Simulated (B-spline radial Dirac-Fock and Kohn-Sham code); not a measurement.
**Compton profile of Ho⁴³⁺**

System: the Ho⁴³⁺ ion, configuration 1s2 2s2 2p6 3s2 3p6 3d6.

Input of the calculation (task.json; shells as n, l, electrons):

```json
{"items": [{
  "Z": 67,
  "q": 43,
  "cfg": [[1, 0, 2], [2, 0, 2], [2, 1, 6], [3, 0, 2], [3, 1, 6], [3, 2, 6]],
  "A": 165,
  "rrms": 5.2022,
  "do": ["scatter"],
  "s": [0.0, 0.05, 0.1, 0.15, 0.2, 0.25, 0.3, 0.35, 0.4, 0.45, 0.5, 0.6, 0.7, 0.8, 0.9, 1.0, 1.1, 1.2, 1.4, 1.6, 1.8, 2.0, 2.5, 3.0, 3.5, 4.0, 5.0, 6.0],
  "pz": [0, 0.1, 0.13, 0.18, 0.24, 0.31, 0.42, 0.56, 0.74, 0.99, 1.3, 1.7, 2.3, 3.1, 4.1, 5.5, 7.3, 9.7, 13.0, 17.0, 23.0],
  "hv_scatter": [1000, 2000, 5000, 8047.8, 100000, 200000, 500000, 1000000]
}]}
```

Launch: `python xray_run.py task.json out`

Calculated with a radial finite-basis atomic code, using the impulse approximation on Dirac-Fock densities. pz is in atomic units of momentum; subshell profiles are per electron, for a selection of subshells; open shells are spread over both j values by their weights.

| pz | J total | J 1s1/2 | J 2p3/2 | J 3s1/2 | J 3d5/2 |
| --- | --- | --- | --- | --- | --- |
| 0 | 0.9229 | 0.0115 | 0.0217 | 0.0853 | 0.0349 |
| 0.56 | 0.9208 | 0.0115 | 0.0217 | 0.0843 | 0.0349 |
| 0.74 | 0.9193 | 0.0115 | 0.0217 | 0.0836 | 0.0349 |
| 0.99 | 0.9164 | 0.0115 | 0.0217 | 0.0823 | 0.0349 |
| 1.3 | 0.9117 | 0.0115 | 0.0217 | 0.0803 | 0.0349 |
| 1.7 | 0.9038 | 0.0115 | 0.0217 | 0.0769 | 0.0349 |
| 2.3 | 0.8880 | 0.0115 | 0.0217 | 0.0707 | 0.0349 |
| 3.1 | 0.8600 | 0.0115 | 0.0217 | 0.0607 | 0.0349 |
| 4.1 | 0.8147 | 0.0114 | 0.0216 | 0.0473 | 0.0348 |
| 5.5 | 0.7361 | 0.0113 | 0.0215 | 0.0302 | 0.0342 |
| 7.3 | 0.6211 | 0.0112 | 0.0211 | 0.0154 | 0.0323 |
| 9.7 | 0.4727 | 0.0109 | 0.0202 | 0.00797 | 0.0273 |
| 13 | 0.3170 | 0.0104 | 0.0180 | 0.00711 | 0.0183 |
| 17 | 0.2023 | 0.00974 | 0.0145 | 0.00557 | 0.00927 |
| 23 | 0.1119 | 0.00854 | 0.00913 | 0.00194 | 0.00283 |

J(0) = 0.9229. The 3p3/2 subshell gives the largest part, 23 %.

Mean momentum ⟨p⟩ by subshell (a.u.): 1s1/2 66.7, 2s1/2 24.0, 2p1/2 31.7, 2p3/2 28.8, 3s1/2 12.7, 3p1/2 15.1, 3p3/2 14.3, 3d3/2 17.1, 3d5/2 16.8.
